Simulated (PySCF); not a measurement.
# Pt⁶⁰⁺ (platinum, charge +60): Hartree-Fock from Schrödinger to Dirac-Coulomb-Breit

Occupied: 1s1/2, 2s1/2, 2p1/2, 2p3/2, 3s1/2, 3p1/2, 3p3/2. Hartree-Fock calculated with PySCF 2.14 in an uncontracted even-tempered set (16 s from 8.3 bohr⁻², ratio 2.7; 14 p from 9.9 bohr⁻², ratio 2.7), Gaussian nucleus throughout. NR is non-relativistic, sf-X2C the spin-free one-electron X2C Hamiltonian, X2C adds the bare one-electron spin-orbit term, X2C-SNSO screens it by Boettger's factors, DC is four-component Dirac-Coulomb, and the Gaunt and Breit terms are added at first order (total energies over the DC spinors, levels after relaxing the spinors in that mean field). QED terms are absent. Levels marked empty are virtual spinors of this ion; the basis has s and p functions only, so 3d, which can lie below the n = 4 levels, is absent.

```
Hamiltonian  E (hartree)  E − E(DC) (hartree)  CPU seconds
         NR  -13522.5697            1067.3838         0.34
     sf-X2C  -14556.3806              33.5728         0.25
        X2C  -14584.1061               5.8474         0.25
   X2C-SNSO  -14582.5792               7.3742         0.25
         DC  -14589.9534               0.0000           11
   DC+Gaunt  -14569.9989              19.9546           18
   DC+Breit  -14571.9251              18.0283           50
```

```
   level (eV)        NR    sf-X2C       X2C  X2C-SNSO        DC  DC+Gaunt  DC+Breit
        1s1/2  -76245.8  -83428.7  -83400.4  -83402.0  -83509.1  -83208.9  -83231.4
        2s1/2  -16434.8  -18455.7  -18447.4  -18447.8  -18463.4  -18429.1  -18431.8
        2p1/2  -15987.7  -16616.1  -17921.3  -17880.9  -17890.8  -17835.3  -17840.5
        2p3/2  -15987.7  -16616.1  -16104.8  -16117.3  -16129.0  -16092.2  -16097.5
        3s1/2   -6596.8   -7208.2   -7205.7   -7205.8   -7209.6   -7201.3   -7202.3
        3p1/2   -6407.5   -6650.6   -6986.4   -6976.1   -6978.7   -6965.0   -6966.7
        3p3/2   -6407.5   -6650.6   -6516.4   -6519.7   -6522.3   -6513.1   -6514.8
4s1/2 (empty)   -3425.2   -3657.5   -3656.9   -3656.9   -3658.2   -3655.1   -3655.6
4p1/2 (empty)   -3349.2   -3454.2   -3577.1   -3573.3   -3574.3   -3569.2   -3569.9
4p3/2 (empty)   -3349.2   -3454.2   -3405.3   -3406.5   -3407.3   -3403.9   -3404.6
```

| interval (eV) | X2C | X2C-SNSO | DC | DC+Gaunt | DC+Breit |
| --- | --- | --- | --- | --- | --- |
| 2p3/2 − 2p1/2 | 1816 | 1764 | 1762 | 1743 | 1743 |
| 3p3/2 − 3p1/2 | 470.0 | 456.4 | 456.4 | 451.9 | 451.9 |
| 4p3/2 − 4p1/2 | 171.8 | 166.9 | 167.0 | 165.3 | 165.3 |

Weight of the small component: 1s1/2 0.0875, 2s1/2 0.0204, 2p1/2 0.0203, 2p3/2 0.0182, 3s1/2 0.00773, 3p1/2 0.00763, 3p3/2 0.00707, 4s1/2 0.00357, 4p1/2 0.00365, 4p3/2 0.00338.

Koopmans' value for the highest occupied level at DC+Breit: 6514.8 eV, against an ionisation energy of 6517 ± 10 eV (theoretical estimate listed by NIST; NIST Atomic Spectra Database, ionization energies); the former lacks relaxation, correlation, QED and recoil.

The whole ladder took 82 s of wall time on 1 thread of Neoverse-V1 (shared host), launched as `OMP_NUM_THREADS=1 python relrun2.py TASK.json OUT` (a driver that calls PySCF for each Hamiltonian).

Dirac-Coulomb iterations, started from the X2C spinors:

```
with_ssss True, with_gaunt False, with_breit False
light speed = 137.03599967994
init E= -14484.322564194
cycle= 1 E= -14589.9497877271  delta_E= -106  |g|= 4.03  |ddm|= 0.242
cycle= 2 E= -14589.9534337693  delta_E= -0.00365  |g|= 0.0639  |ddm|= 0.0191
cycle= 3 E= -14589.9534392291  delta_E= -5.46e-06  |g|= 0.00226  |ddm|= 0.00114
cycle= 4 E= -14589.9534392368  delta_E= -7.75e-09  |g|= 1.23e-05  |ddm|= 3.91e-05
```
